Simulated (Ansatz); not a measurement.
Correlation energies of C2H4Zn, SMILES `C=[CH][ZnH]` by basis set

```xyz
7

C    -1.065    0.491   -0.261
C     0.160    0.038   -0.530
Zn    1.348   -0.712    0.793
H    -1.492    0.471    0.739
H    -1.714    0.909   -1.029
H     0.477    0.111   -1.571
H     2.285   -1.308    1.859
```

Total charge 0; spin multiplicity 1. For Zn the d shell is correlated and the shells below it are frozen. Scalar relativity is left out up to krypton. The geometry is a stationary point of PBE0-D4/def2-TZVP. Frozen core, restricted reference, Ansatz 0.2.0.

```tsv
basis	HF (Eh)	MP2 corr.
def2-SVP	-1855.50848	-0.57893
def2-TZVPP	-1855.84099	-0.84365
def2-QZVPP	-1855.88572	-0.89979
```

Question: Estimate the CCSD correlation energy and the (T) correction in each basis where they were run (hartree).

Answer: 
```csv
basis,CCSD corr.,(T)
def2-SVP,-0.58622,-0.01934
def2-TZVPP,-0.81944,-0.03083
```
